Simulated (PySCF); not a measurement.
Compound: C5H3FOS.
Structure used (PBE0-D3(BJ)/def2-SVP), in Å, numbered top down from 1:
```xyz
11
C5H3FOS angstrom
F      2.3696   -1.4029    0.0816
C      1.2394   -0.7535    0.0387
C      1.1298    0.5907    0.0668
C     -0.1773    1.2058    0.0191
S     -0.4208    2.8365    0.0491
C     -1.2662    0.2468   -0.0578
C     -1.0315   -1.0778   -0.0805
O      0.2194   -1.5994   -0.0333
H      2.0287    1.2034    0.1268
H     -2.2920    0.6146   -0.0973
H     -1.7884   -1.8596   -0.1376
```

Level: CAM-B3LYP/def2-SVPD in PySCF, non-relativistic, on one gas-phase PBE0-D3(BJ)/def2-SVP geometry that isn't relaxed in the solvent. The solvent is an IEF-PCM continuum (cavity from Bondi-type radii × 1.2), and excitations are vertical TDDFT with non-equilibrium linear response and a frozen core. The model holds no explicit solvent molecules, cavitation or dispersion.

```csv
run,E − E(gas) (kJ/mol),HOMO (eV),HOMO–LUMO gap (eV),dipole (D),lowest singlet (eV),static polarisability (au)
gas,0.00,-7.63,6.30,3.82,2.57,89.8
P,-30.05,-7.90,6.60,6.12,2.92,132.4
Q,-31.04,-7.91,6.61,6.21,2.93,134.1
```

Task: The runs were made in methanol and water. Which run belongs to which solvent?

Result: P = methanol, Q = water. The dielectric constants are 32.61 (methanol), 78.36 (water), and the energy falls further as ε rises. The optical constants n² used for the excitations are 1.77, 1.78 in the same order. In this model the ground state sees the solvent through ε alone.

Task: How constant is the ratio of the lowering to (ε − 1)/(2ε + 1)?

Result: 
```tsv
solvent	(ε − 1)/(2ε + 1)	E − E(gas) (kJ/mol)	ratio (kJ/mol)	polarisation term (kJ/mol)
methanol	0.477	-30.05	-63.0	-40.93
water	0.490	-31.04	-63.3	-42.68
```

The ratio changes by +0.5 % in size from methanol to water. The polarisation term is half the interaction of the solute with the induced surface charges.

Rough CPU time on one thread of a shared machine: about 50 s. This is the whole response run at CAM-B3LYP/def2-SVPD in water, SCF included.
